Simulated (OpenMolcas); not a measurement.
## V2+, Nb2+, Ta2+: d³ down the group

```
Program             : OpenMolcas
Method              : MS-CASPT2, IPEA 0.25 Eh, imaginary shift 0.1 Eh
Basis               : ANO-RCC-VTZP
Scalar Hamiltonian  : DKH2, point nucleus
Spin-orbit coupling : state interaction with AMFI integrals over the reference wave functions, term energies averaged over their components
```

Active space for each ion: 3 electrons in 5 orbitals (d); closed shells correlated by CASPT2: V2+ 3s 3p; Nb2+ 4s 4p; Ta2+ 5s 5p.

Computed levels in cm-1 above ⁴F_3/2:

```json
{"Level": "⁴F_5/2", "V2+": "155", "Nb2+": "519", "Ta2+": "2590"}
{"Level": "⁴F_7/2", "V2+": "366", "Nb2+": "1184", "Ta2+": "5050"}
{"Level": "⁴F_9/2", "V2+": "632", "Nb2+": "1951", "Ta2+": "7130"}
{"Level": "⁴P_1/2", "V2+": "12080", "Nb2+": "8970", "Ta2+": "14950"}
{"Level": "⁴P_3/2", "V2+": "12150", "Nb2+": "8890", "Ta2+": "15500"}
{"Level": "²G_7/2", "V2+": "12240", "Nb2+": "9560", "Ta2+": "12690"}
{"Level": "⁴P_5/2", "V2+": "12320", "Nb2+": "9920", "Ta2+": "14530"}
{"Level": "²P_1/2", "V2+": "15880", "Nb2+": "11000", "Ta2+": "9810"}
{"Level": "²D_5/2(1)", "V2+": "16970", "Nb2+": "13830", "Ta2+": "19120"}
{"Level": "weight of ⁴F in the lowest level (%)", "V2+": "100", "Nb2+": "99", "Ta2+": "89"}
```

Mixed levels, with the weight of the term that names them: Nb2+ ⁴P_3/2 (75 %), Ta2+ ⁴P_1/2 (55 %), Ta2+ ⁴P_3/2 (52 %), Ta2+ ²P_1/2 (55 %).

Measured, with the error of the calculation in %. Measured levels: V2+ from Sugar and Corliss, J. Phys. Chem. Ref. Data 7, 1191 (1978); Nb2+ from the list in Shadmi, J. Res. Natl. Bur. Stand. 70A, 435 (1966).

| Level | V2+ | Nb2+ |
| --- | --- | --- |
| ⁴F_5/2 | 146 (+6.2) | 516 (+0.7) |
| ⁴F_7/2 | 342 (+7.3) | 1177 (+0.6) |
| ⁴F_9/2 | 584 (+8.2) | 1939 (+0.6) |
| ⁴P_1/2 | 11514 (+4.9) | 8664 (+3.6) |
| ⁴P_3/2 | 11592 (+4.8) | 8608 (+3.2) |
| ²G_7/2 | 11966 (+2.3) | 9236 (+3.5) |
| ⁴P_5/2 | 11770 (+4.7) | 9594 (+3.4) |
| ²P_1/2 | 15580 (+1.9) |  |
| ²D_5/2(1) | 16375 (+3.7) | 13094 (+5.6) |

The fine-structure level ⁴F_9/2 changes by a factor of 11.3 from V2+ to Ta2+.

Without spin-orbit coupling ⁴P lies 11870, 8490, 8790 cm-1 above ⁴F in that order; the difference to the level ⁴P_1/2, of either sign, comes from spin-orbit coupling, which also lowers the zero.

Term energies are means over components that CASPT2 splits; among the terms shown or strongly mixed into the levels shown the widest spread is 990 cm-1 (3d³ ⁴F, V2+). Terms from blocks run as CI alone lack orbitals of their own. The CASPT2 spread within a term exceeds the gap to the next term for 3d³ ⁴P and 3d³ ²G, so the order of their levels is uncertain (figures for V2+; the like holds for Nb2+, Ta2+). Levels of configurations with an s electron are missing; early in the row they begin among the upper levels of the d shell and mix with terms of their name (holds for Nb2+). Configurations with an s electron lie low in 5d ions of this charge, fall among these levels and mix in, so low-spin terms can stand far too high, up to twice their true height, and weights are not those of the real levels (holds for Ta2+). Computed and measured levels are paired by configuration, term and J; levels that our copy of the source lacks, or whose pairing is in doubt (as where it misses far off the trend of its configuration), stay unpaired and out of the deviations. Only configurations of the active space appear.

A number in round brackets counts repeated terms of one configuration in the order of the reference energies.
